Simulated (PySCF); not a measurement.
Computed IR spectrum (relative IR intensity) of a molecule C4H7FO. Geometry: B3LYP-D3(BJ)/def2-SVP. One conformer was computed; it need not be the lowest. Computed with B3LYP-D3(BJ)/def2-SVP (PySCF). Frequencies are harmonic and unscaled.

```json
[
 {"ν (cm⁻¹)": "119", "relative intensity": "2.6"},
 {"ν (cm⁻¹)": "247", "relative intensity": "2.5"},
 {"ν (cm⁻¹)": "347", "relative intensity": "2.2"},
 {"ν (cm⁻¹)": "494", "relative intensity": "9.9"},
 {"ν (cm⁻¹)": "727", "relative intensity": "6.1"},
 {"ν (cm⁻¹)": "880", "relative intensity": "3.4"},
 {"ν (cm⁻¹)": "910", "relative intensity": "28"},
 {"ν (cm⁻¹)": "971", "relative intensity": "6.7"},
 {"ν (cm⁻¹)": "1023", "relative intensity": "12"},
 {"ν (cm⁻¹)": "1042", "relative intensity": "34"},
 {"ν (cm⁻¹)": "1081", "relative intensity": "12"},
 {"ν (cm⁻¹)": "1110", "relative intensity": "64"},
 {"ν (cm⁻¹)": "1214", "relative intensity": "9.8"},
 {"ν (cm⁻¹)": "1277", "relative intensity": "100"},
 {"ν (cm⁻¹)": "1362", "relative intensity": "86"},
 {"ν (cm⁻¹)": "1411", "relative intensity": "2.4"},
 {"ν (cm⁻¹)": "1458", "relative intensity": "9.6"},
 {"ν (cm⁻¹)": "1465", "relative intensity": "2.4"},
 {"ν (cm⁻¹)": "1485", "relative intensity": "12"},
 {"ν (cm⁻¹)": "1516", "relative intensity": "80"},
 {"ν (cm⁻¹)": "3007", "relative intensity": "31"},
 {"ν (cm⁻¹)": "3088", "relative intensity": "24"},
 {"ν (cm⁻¹)": "3129", "relative intensity": "3.1"},
 {"ν (cm⁻¹)": "3147", "relative intensity": "13"}
]
```

Problem. Identify the compound among the candidates.
(A) F[C@H]1CCOC1
(B) COC1(F)CC1
(C) CCO/C=C\F
(D) CC(C)(F)C=O

Solution. B, COC1(F)CC1
